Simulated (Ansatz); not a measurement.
`[SiH3]CCBr` + HI → `[SiH3]I` + `CCBr` at 500 K and 1 bar (ligand exchange at the Si–C bond).

Program: Ansatz. Geometries: PBE0-D4/def2-TZVP. ΔE: electronic, gas phase. CBS: MP2 limit from def2 TZ/QZ plus the TZ coupled-cluster correction, frozen cores. Elements past krypton have def2 core potentials. For Br, I outer-core shells are correlated without core-valence functions, which leaves a few kJ/mol of doubt a bond. Scalar relativity is left out up to krypton. Each species was taken in one conformer, which may not be the lowest.

```csv
species,CCSD(T)/CBS energy (Eh),H − E (kJ/mol),S (J/(mol·K))
`[SiH3]CCBr`,-2942.71474,256.2,403.2
HI,-298.03592,28.6,221.6
`[SiH3]I`,-588.34840,91.1,303.2
`CCBr`,-2652.43806,202.3,324.8
```

H − E and S are ideal-gas, rigid-rotor, harmonic terms from PBE0-D4/def2-TZVP, for one conformer and one mirror image of each species. 1 Eh = 2625.50 kJ/mol, R = 8.31446 J/(mol·K).

**Question.** By hand: ΔE, ΔH, ΔS and ΔG.

**Answer.** ΔE = (-588.34840) + (-2652.43806) − (-2942.71474) − (-298.03592) = -0.03580 Eh = -94.0 kJ/mol. Δ(H − E) = 91.1 + 202.3 − 256.2 − 28.6 = 8.6, so ΔH = -85.4 kJ/mol. ΔS = 303.2 + 324.8 − 403.2 − 221.6 = 3.2 J/(mol·K). ΔG = -85.4 − 500 × (3.2)/1000 = -87.0 kJ/mol.

**Question.** By hand: the equilibrium constant, and the temperature at which ΔG would vanish if ΔH and ΔS stayed fixed.

**Answer.** log₁₀ K = −ΔG/(RT ln 10) = 9.1. ΔH and −TΔS have one sign here, so there is no such temperature. One of them is within its doubt of zero, so this could turn.

The number of gas molecules stays the same, so ΔS is small and ΔH decides. A doubt of 5 kJ/mol in ΔE shifts log₁₀ K by 0.5 here. Other conformers and mirror images would add mixing entropy, several J/(mol·K) or more a flexible species. These are equilibria of isolated gas molecules and say nothing of rates. Largest T1 diagnostic: 0.009 (customary marks: 0.02 for closed shells, 0.045 for open ones).
